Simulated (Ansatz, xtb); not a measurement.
Spectroscopic constants of AlCu, closed-shell singlet (the spin of the measured ground state). No spin–orbit coupling. Cu is treated without relativity.

Seven points along R, fitted to fifth degree in 1/R; most abundant isotopes. Runs in def2 and cc sets follow the lowest solution found near the PBE0 minimum. The singlet is held restricted. HF and MP2 rows in def2 and cc sets belong to the determinant that coupled cluster picked by its CCSD energy.

Correlated levels freeze the inner cores; with def2 sets outer-core shells near the valence are correlated too. CBS(a, b) extrapolates the correlation energy as X⁻³ and adds the Hartree–Fock energy of set b.

Programs: Ansatz (a quantum-chemistry and plane-wave program); xtb for the GFN methods. Values without a source in brackets are computed.

D_e counts from each atom's lowest state at the same level, without counterpoise or zero-point energy.

```json
[
 {"level": "GFN2-xTB", "r_e (Å)": "2.393", "ω_e (cm⁻¹)": "297", "ω_e x_e (cm⁻¹)": "1.3", "D_e (eV)": "-", "dipole (D)": "-"},
 {"level": "r2SCAN/def2-TZVPP", "r_e (Å)": "2.358", "ω_e (cm⁻¹)": "296", "ω_e x_e (cm⁻¹)": "1.1", "D_e (eV)": "2.30", "dipole (D)": "0.22"},
 {"level": "B3LYP/def2-TZVPP", "r_e (Å)": "2.410", "ω_e (cm⁻¹)": "269", "ω_e x_e (cm⁻¹)": "1.1", "D_e (eV)": "2.07", "dipole (D)": "0.61"},
 {"level": "wB97M-V/def2-TZVPP", "r_e (Å)": "2.407", "ω_e (cm⁻¹)": "274", "ω_e x_e (cm⁻¹)": "1.0", "D_e (eV)": "2.17", "dipole (D)": "0.12"},
 {"level": "SCS-MP2/def2-TZVPP", "r_e (Å)": "2.373", "ω_e (cm⁻¹)": "282", "ω_e x_e (cm⁻¹)": "1.1", "D_e (eV)": "-", "dipole (D)": "-"},
 {"level": "CCSD/def2-QZVPP", "r_e (Å)": "2.412", "ω_e (cm⁻¹)": "261", "ω_e x_e (cm⁻¹)": "0.86", "D_e (eV)": "1.84", "dipole (D)": "-"},
 {"level": "CCSD(T)/def2-QZVPP", "r_e (Å)": "2.370", "ω_e (cm⁻¹)": "?", "ω_e x_e (cm⁻¹)": "1.0", "D_e (eV)": "2.14", "dipole (D)": "-"},
 {"level": "CCSD(T)/CBS(def2-TZVPP, def2-QZVPP)", "r_e (Å)": "?", "ω_e (cm⁻¹)": "?", "ω_e x_e (cm⁻¹)": "1.0", "D_e (eV)": "-", "dipole (D)": "-"}
]
```

**Question.** Fill in the missing entries.

**Answer.** 
- CCSD(T)/CBS(def2-TZVPP, def2-QZVPP), r_e (Å): 2.362
- CCSD(T)/CBS(def2-TZVPP, def2-QZVPP), ω_e (cm⁻¹): 280
- CCSD(T)/def2-QZVPP, ω_e (cm⁻¹): 278

Measured for the ground state: D_0 2.315 ± 0.012 eV (a handbook's tabulated 298 K bond energy less 3RT/2; such tables hold older values) [Luo, bond dissociation energies, CRC Handbook].

Doubts at one or more of the structures used: a restricted determinant that unrestricted orbitals would lower (SCS-MP2/def2-TZVPP, CCSD/def2-QZVPP, CCSD(T)/def2-QZVPP, CCSD(T)/CBS(def2-TZVPP, def2-QZVPP)).
